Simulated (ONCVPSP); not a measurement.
# Logarithmic derivatives: ytterbium (Yb), ONCV

ytterbium, optimised norm-conserving Vanderbilt (ONCV), made with ONCVPSP 4.0.1 (PBE, scalar-relativistic). Core [Kr] 4d10 4f13, reference 5s2 5p6 5d1 6s1 (charge +1). Waves: 5s+6s: rc 1.90 bohr, ncon 4, nbas 9, qcut 6.5 1/bohr, 2 projectors; 5p: rc 1.85 bohr, ncon 5, nbas 8, qcut 7.7 1/bohr, 3 projectors, debl 1.3 Ha; 5d: rc 3.30 bohr, ncon 3, nbas 8, qcut 4.4 1/bohr, 2 projectors, debl 1.7 Ha; f scattering state at 0.38 Ha: rc 3.15 bohr, ncon 4, nbas 9, qcut 3.3 1/bohr, 2 projectors, debl 1.3 Ha. Local part: polynomial inside 1.70 bohr (lpopt 5, dvloc0 3 Ha). Core correction: none.

In the p channel the program set the typed energies aside and used -1.385, 0.250, 1.550 Ha.

The phase is arctan(r·R′/R) of the radial function R(r), unwrapped; energies in Ha, scanned from -4 to 5 Ha. A pole is an energy at which the radial function vanishes at the test radius. The pseudo phase is shifted by a multiple of π to meet the all-electron one at the reference energy, and phase errors are pseudo minus all-electron; the curves can meet again beyond the range given. Levels narrower than the energy grid can be missing from the lists of poles.

Question: For each channel, where are the poles, and over which energies does the pseudopotential scatter like the atom?

Answer:

```
channel  radius (bohr)  reference energy (Ha)  poles, all-electron      poles, pseudo  unbroken range about the reference energy with phases within 0.05 rad  phase error 1 Ha above the reference energy (rad)
      s           1.93                  -0.37          -2.09, 4.89        -2.09, 4.70                                                        the whole range                                             -0.002
      p           1.88                  -1.39                -0.62              -0.62                                                        the whole range                                             +0.000
      d           3.35                  -0.29    -0.12, 1.72, 4.77  -0.12, 1.72, 4.89                                                              below 2.7                                             +0.007
      f           3.20                   0.38    -0.58, 1.18, 3.54         1.18, 3.63                                                            -0.5 to 4.3                                             -0.000
```

Phases in the f channel:

```csv
E (Ha),all-electron,pseudo
-3.98,1.447,-1.694
-3.74,1.443,-1.699
-3.50,1.438,-1.703
-3.26,1.433,-1.708
-3.02,1.427,-1.714
-2.78,1.420,-1.721
-2.54,1.413,-1.729
-2.30,1.404,-1.738
-2.06,1.393,-1.748
-1.82,1.380,-1.760
-1.58,1.364,-1.776
-1.34,1.344,-1.795
-1.10,1.317,-1.821
-0.86,1.278,-1.855
-0.62,1.102,-1.907
-0.38,-1.981,-1.994
-0.14,-2.160,-2.167
0.10,-2.633,-2.637
0.34,-3.733,-3.733
0.58,-4.336,-4.337
0.82,-4.553,-4.554
1.06,-4.668,-4.669
1.30,-4.756,-4.756
1.54,-4.852,-4.852
1.78,-5.022,-5.022
2.02,-5.680,-5.691
2.26,-7.250,-7.263
2.50,-7.596,-7.601
2.74,-7.710,-7.711
2.98,-7.770,-7.769
3.22,-7.811,-7.807
3.46,-7.844,-7.837
3.70,-7.875,-7.861
3.94,-7.907,-7.884
4.18,-7.947,-7.907
4.42,-8.007,-7.932
4.66,-8.127,-7.962
4.90,-8.560,-8.002
```
